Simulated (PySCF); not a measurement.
**Question.** Write Cartesian coordinates for `C=CC[Si@@H]1[SiH2][SiH2][Si@H]1C` as optimised with GFN2-xTB.

**Answer.** 
```
atom  x, y, z in Å
C1     2.8942    1.1405   -1.1472
C2     2.7659    0.5936    0.0499
C3     2.0632   -0.6800    0.3253
Si4    0.3067   -0.3449    1.0373
Si5   -1.0157   -2.3019    0.9249
Si6   -2.2344   -1.3656   -0.8624
Si7   -1.0884    0.6898   -0.5796
C8    -2.2139    2.0154    0.2015
H9     2.5167    0.6533   -2.0320
H10    3.3874    2.0858   -1.2961
H11    3.1548    1.1074    0.9201
H12    2.6350   -1.2774    1.0352
H13    1.9601   -1.2597   -0.5925
H14    0.5618    0.2999    2.3424
H15   -0.3293   -3.5783    0.6837
H16   -1.8051   -2.5820    2.1320
H17   -2.0325   -2.0368   -2.1546
H18   -3.6990   -1.3536   -0.7367
H19   -0.4914    1.3523   -1.7553
H20   -2.9804    2.3519   -0.4902
H21   -2.7168    1.6205    1.0799
H22   -1.6494    2.8892    0.5128
```

Orientation and origin are arbitrary. Atoms count from 1 in this order. The 4-membered ring Si4–Si5–Si6–Si7 has internal angles of 89.3° to 90.2° (sum 359°, against 360° for a flat polygon); it is slightly puckered (a soft mode that the optimisation may not have finished), 0.07 Å rms from its mean plane, widest ring torsion 6°. Si5 (SiH2 silicon) has angles from 89.8° to 117.7°. Si4 (SiH silicon) has angles from 90.0° to 120.9°. Si6 (SiH2 silicon) has angles from 90.2° to 117.7°.

Bonds between heavy atoms (Å): C1=C2 1.322, C2–C3 1.480, C3–Si4 1.925, Si4–Si5 2.364, Si5–Si6 2.357, Si6–Si7 2.370, Si7–C8 1.906, Si4–Si7 2.373.

Structure optimised with GFN2-xTB, isolated species.

Point group: C1 (no symmetry element, even within 0.4 Å). GFN2-xTB frequencies: not computed here. The numbers are those of one conformer (C1–C2–C3–Si4 -101°, C2–C3–Si4–Si5 165°, C3–Si4–Si5–Si6 -106°, Si4–Si5–Si6–Si7 -6°, Si5–Si6–Si7–C8 -107°, C3–Si4–Si7–Si6 106°).
